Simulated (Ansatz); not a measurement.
`OB1CS1` + `[CH3][GaH2]` → `[CH3][GaH][B]1CS1` + H₂O  (formal exchange of groups at a B–O bond)

Computed with Ansatz on PBE0-D4/def2-TZVP structures; ΔE is electronic, products minus reactants. CCSD(T)/CBS adds triple-zeta CCSD(T) − MP2 to the extrapolated MP2 energy (def2 sets, frozen cores). This one scheme is used for every species. DFT in def2-TZVPP. B3LYP here is the variant with VWN-RPA as its local correlation; programs differ in this. For Ga outer-core shells are correlated without core-valence functions, which leaves a few kJ/mol of doubt a bond. Scalar relativity is left out up to krypton. One conformer a species, not always the lowest.

CCSD(T)/CBS gives +19.9 kcal/mol.

Task: Another level gave +23.9 kcal/mol. Which?
A. B97M-V/def2-TZVPP
B. ωB97X-V/def2-TZVPP
C. B3LYP/def2-TZVPP
D. PBE0-D4/def2-TZVPP

Result: B. ωB97X-V 23.9, PBE0-D4 22.1, B97M-V 26.5, B3LYP 25.3 kcal/mol.

Largest T1 diagnostic among the species: 0.015.

The D4 term adds −1.4 kcal/mol with B3LYP and −0.8 kcal/mol with PBE0; it sums over pairs of atoms, weighted by their polarisabilities, and B3LYP, whose exchange is more repulsive, gets the larger term. In def2-TZVPP, CCSD(T) changes the Hartree–Fock value by −6.8 kcal/mol (the triples alone add −0.9 kcal/mol) and MP2 by −7.0 kcal/mol. At CCSD(T), def2-SVP lies +8.3 kcal/mol from the extrapolated value and def2-TZVPP +1.4 kcal/mol.
